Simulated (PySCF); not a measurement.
Run record: EPR job, `[H]/[C]=C/[Si](C=C)(C=C)C=C` [radical].

Computed with UKS B3LYP, IGLO-III on C Si, pcH-1 on H, non-relativistic, mean-field spin-orbit, GIAO (PySCF 2.14.0). Geometry: PBE0-D3(BJ)/def2-SVP. The input is one job of a driver script: a line of settings, then coordinates in Å.

Input:
```
{"job": {"kind": "epr"}, "charge": 0, "multiplicity": 2}
C     -0.331037     3.173494    -0.352968
C     -1.018660     2.084367    -0.102749
Si    -0.231857     0.373617    -0.018311
C     -0.933456    -0.689250    -1.393945
C     -1.384557    -1.936220    -1.211901
C     -0.655363    -0.401152     1.635764
C      0.236068    -1.042380     2.400893
C      1.622190     0.534021    -0.207327
C      2.362731    -0.303230    -0.942766
H     -0.495804     4.247427    -0.463496
H     -2.111101     2.157065     0.063981
H     -0.957742    -0.269353    -2.408912
H     -1.775546    -2.543202    -2.036798
H     -1.381126    -2.406720    -0.221653
H     -1.691880    -0.336980     1.995214
H     -0.035764    -1.495126     3.361508
H      1.284686    -1.140698     2.096566
H      2.128217     1.349198     0.327010
H      1.908881    -1.132448    -1.498255
H      3.450831    -0.201079    -1.027934
```

Question: Give the output.

Answer: 
```
UKS, coarse grid
  cycle   1  E = -600.86440455  |g| = 4.43e-01
  cycle   2  E = -600.82411698  |g| = 5.16e-01
  cycle   3  E = -600.96009735  |g| = 1.04e-01
  cycle   4  E = -600.96461890  |g| = 5.32e-02
  cycle   5  E = -600.96617621  |g| = 8.50e-03
  cycle   6  E = -600.96622576  |g| = 4.54e-03
  cycle   7  E = -600.96624955  |g| = 2.70e-03
  cycle   8  E = -600.96625775  |g| = 1.32e-03
  cycle   9  E = -600.96626214  |g| = 5.61e-04
UKS, final grid
  cycle   1  E = -600.96622365  |g| = 6.35e-04
  cycle   2  E = -600.96622347  |g| = 1.01e-03
  cycle   3  E = -600.96622404  |g| = 1.98e-04
  cycle   4  E = -600.96622409  |g| = 1.17e-04
  cycle   5  E = -600.96622414  |g| = 7.55e-05
  cycle   6  E = -600.96622414  |g| = 2.56e-05
E = -600.96622414 Eh   <S^2> = 0.7593 (exact 0.7500)
g shifts (ppm)      1          2          3
  rmc          -147       -147       -147
  gc             26         15         29
  oz_so        -799          9        465
  total        -920       -122        347
hyperfine (MHz)  atom isotope    a_iso     a_fc   dipolar eigenvalues
    0   13C     319.07     319.25    -77.21    -55.57    132.79
    1   13C      20.62      20.63    -17.78      4.42     13.36
    2  29Si     -68.80     -68.91    -14.33      7.02      7.31
    3   13C      -0.75      -0.75     -0.37     -0.26      0.63
    4   13C       0.88       0.88     -0.21     -0.07      0.28
    5   13C      -0.12      -0.12     -0.57     -0.31      0.88
    6   13C       0.63       0.63     -0.40      0.01      0.39
    7   13C      -0.55      -0.55     -1.04     -0.09      1.12
    8   13C      -0.20      -0.21     -0.40     -0.16      0.56
    9    1H      69.68      69.68    -30.10     -7.38     37.48
   10    1H     206.38     206.39     -4.33     -2.24      6.57
   11    1H      -0.11      -0.11     -1.06     -1.00      2.06
   12    1H       0.66       0.66     -0.36     -0.33      0.70
   13    1H       0.24       0.24     -0.48     -0.41      0.90
   14    1H       0.03       0.03     -0.99     -0.64      1.63
   15    1H       0.69       0.69     -0.46     -0.38      0.84
   16    1H       0.26       0.26     -0.66     -0.37      1.03
   17    1H       1.65       1.64     -3.44     -2.57      6.01
   18    1H       0.91       0.91     -0.79     -0.61      1.40
   19    1H       0.59       0.59     -0.75     -0.58      1.33
```

rmc, gc and oz_so are the mass-correction, gauge-correction and orbital-Zeeman/spin–orbit parts of the g shift along its three principal axes; a_iso is the isotropic hyperfine coupling and a_fc its Fermi-contact part. The program numbers atoms from 0.

Question: Get g_iso from the total shifts.

Answer: Their mean is -232 ppm; added to g_e = 2.002319 it gives 2.00209.

Summary of the converged run: ⟨S²⟩ 0.759; g_iso 2.0021.

One conformer (not necessarily the lowest) at the PBE0-D3(BJ)/def2-SVP geometry, without solvent, vibrations or thermal averaging.

Question: Estimate the wall time. Hardware: x86-64 server, one thread, shared host.

Answer: About 5.7 min.
Labels such as C1 count atoms from 1, the log's own numbers from 0.
